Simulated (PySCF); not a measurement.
GeFCl, SMILES [F][Ge][Cl] (connectivity only; charge and spin as stated), neutral, multiplicity 1. Atoms are numbered in the order given.

```xyz
3

Ge     0.4371     0.4925     0.0000
F     -1.1401     1.2479     0.0000
Cl    -0.2192    -1.5878     0.0000
```

Geometry optimised at r2SCAN-D4/def2-TZVP.

Level of theory: r2SCAN-D4/def2-TZVP run with PySCF 2.14.0.

Frequencies are harmonic and unscaled.

```json
[
 {"mode": "1", "ν (cm⁻¹)": "210", "IR (km/mol)": "5.2", "Raman (Å⁴/amu)": "1.9", "depolarisation": "0.58", "moving atoms (share of kinetic energy)": "F 60 %, Cl 26 %, Ge 14 %"},
 {"mode": "2", "ν (cm⁻¹)": "401", "IR (km/mol)": "90.6", "Raman (Å⁴/amu)": "12.0", "depolarisation": "0.37", "moving atoms (share of kinetic energy)": "Cl 64 %, Ge 35 %"},
 {"mode": "3", "ν (cm⁻¹)": "673", "IR (km/mol)": "105.7", "Raman (Å⁴/amu)": "6.2", "depolarisation": "0.37", "moving atoms (share of kinetic energy)": "F 79 %, Ge 21 %"}
]
```
